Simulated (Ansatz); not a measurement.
`[OH][Hf]([F])([F])[Br]` + H₂S → `[OH][Hf]([F])([F])[SH]` + HBr at 400 K and 1 bar (ligand exchange at the Hf–Br bond).

Program: Ansatz. Geometries: PBE0-D4/def2-TZVP. ΔE: electronic, gas phase. CCSD(T)/CBS is the MP2 limit (def2-TZVPP, def2-QZVPP) plus CCSD(T) − MP2 in def2-TZVPP, frozen cores. This one scheme is used for every species. def2 core potentials past Kr. For Br, Hf outer-core shells are correlated without core-valence functions, which leaves a few kJ/mol of doubt a bond. Scalar relativity is left out up to krypton. One conformer a species, not always the lowest.

```
                 species  CCSD(T)/CBS energy (Eh)  H − E (kJ/mol)  S (J/(mol·K))
`[OH][Hf]([F])([F])[Br]`              -2896.89429            79.4          420.0
                     H₂S               -398.97279            53.4          215.9
`[OH][Hf]([F])([F])[SH]`               -721.92031           103.4          431.5
                     HBr              -2573.91920            27.6          207.2
```

H − E and S are ideal-gas, rigid-rotor, harmonic terms from PBE0-D4/def2-TZVP, for one conformer and one mirror image of each species. 1 Eh = 2625.50 kJ/mol, R = 8.31446 J/(mol·K).

Problem. By hand: ΔE, ΔH, ΔS and ΔG.

Solution. ΔE = (-721.92031) + (-2573.91920) − (-2896.89429) − (-398.97279) = 0.02757 Eh = 72.4 kJ/mol. Δ(H − E) = 103.4 + 27.6 − 79.4 − 53.4 = -1.8, so ΔH = 70.6 kJ/mol. ΔS = 431.5 + 207.2 − 420.0 − 215.9 = 2.8 J/(mol·K). ΔG = 70.6 − 400 × (2.8)/1000 = 69.5 kJ/mol.

Problem. By hand: the equilibrium constant, and the temperature at which ΔG would vanish if ΔH and ΔS stayed fixed.

Solution. log₁₀ K = −ΔG/(RT ln 10) = -9.1. ΔG = 0 at ΔH/ΔS = 25214 K, far beyond where these terms or the molecules hold.

The number of gas molecules stays the same, so ΔS is small and ΔH decides. A doubt of 5 kJ/mol in ΔE shifts log₁₀ K by 0.7 here. Other conformers and mirror images would add mixing entropy, several J/(mol·K) or more a flexible species. These are equilibria of isolated gas molecules and say nothing of rates. Largest T1 diagnostic: 0.016 (customary marks: 0.02 for closed shells, 0.045 for open ones).
